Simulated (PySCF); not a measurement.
Compound: C₇H₁₂BF.
Atom-mapped SMILES: `[CH3:1]/[C:2](=[CH:3]/[F:4])[C@H:5]1[BH:6][CH2:7][CH2:8][CH2:9]1` (hydrogens: H10, H11, H12 on C1; H13 on C3; H14 on C5; H15 on B6; H16, H17 on C7; H18, H19 on C8; H20, H21 on C9)

Level: PBE0/pcSseg-1 in PySCF, non-relativistic, on one gas-phase PBE0-D3(BJ)/def2-SVP geometry that isn't relaxed in the solvent. The solvent is an IEF-PCM continuum (van der Waals radii × 1.2). Specific hydrogen bonds and non-electrostatic terms are outside this model.

Gas phase at PBE0/pcSseg-1: HOMO -6.64 eV, LUMO -0.80 eV, dipole 1.61 D.

Task: What does the continuum do to the energy, the frontier levels and the dipole at PBE0/pcSseg-1 in benzene and dichloromethane?

Result: 
| solvent | ε | E(solvent) − E(gas) (kcal/mol) | polarisation term (kcal/mol) | distortion of the solute (kcal/mol) | HOMO (eV) | LUMO (eV) | dipole (D) |
| --- | --- | --- | --- | --- | --- | --- | --- |
| benzene | 2.271 | -1.27 | -1.34 | 0.07 | -6.62 | -0.71 | 1.83 |
| dichloromethane | 8.93 | -2.46 | -2.71 | 0.25 | -6.63 | -0.67 | 2.06 |

The first energy column is the sum of the next two and covers electrostatics alone. From benzene to dichloromethane the lowering changes by a factor 1.93, Onsager's factor (ε − 1)/(2ε + 1) by 1.83 and ε itself by 3.9.

Task: Which radius a makes the point-dipole formula ΔE = −[(ε − 1)/(2ε + 1)]·μ²/a³ give the value in dichloromethane, with the gas-phase dipole?

Result: μ = 0.633 au and |ΔE| = 0.00391 Eh give a = 1.85 Å; the farthest nucleus lies 3.70 Å from the centroid of the nuclei, so such a sphere wouldn't even hold the nuclei. The formula assumes a rigid point dipole at the centre of a sphere.

Task: Which IAO charges (PBE0/pcSseg-1) respond most in benzene (means over atoms taken as equivalent)?

Result: 
| atoms | environment | gas (e) | solvent (e) | change |
| --- | --- | --- | --- | --- |
| C3 | vinylic C–F carbon | +0.103 | +0.096 | -0.007 |
| F4 | vinyl fluorine | -0.277 | -0.283 | -0.006 |
| H13 | vinylic hydrogen | +0.143 | +0.148 | +0.005 |
| H15 | B–H hydrogen | +0.009 | +0.005 | -0.004 |
| H16 | methylene hydrogen | +0.160 | +0.163 | +0.003 |
| C1 | allylic carbon | -0.406 | -0.409 | -0.003 |
| H10/H11/H12 | methyl hydrogen | +0.143 | +0.146 | +0.003 |
| H20 | methylene hydrogen | +0.117 | +0.120 | +0.003 |

Time: 77 s wall; peak memory 1.2 GiB. Hardware: one thread of an Arm Neoverse N1, on a shared host. This is the whole shielding run at PBE0/pcSseg-1 in dichloromethane, SCF included.
